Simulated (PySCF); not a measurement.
Level of theory: PBE-D3(BJ)/def2-TZVP // PBE0-D3(BJ)/def2-TZVP (PySCF). All species are isolated molecules in the gas phase. 

Reference species (SMILES): `BN=C` (neutral, multiplicity 1).

```json
{
 "HOMO–LUMO gap": "4.65 eV",
 "S1 oscillator strength": "0.000",
 "dipole_moment": "2.06 D"
}
```

Changed species: `C=BN`.

What does the change do to the HOMO–LUMO gap, S1 oscillator strength and dipole moment?

the HOMO–LUMO gap falls by 0.11 eV, to 4.54 eV; the S1 oscillator strength increases by 0.019, to 0.019; the dipole moment goes up by 0.85 D, to 2.91 D.
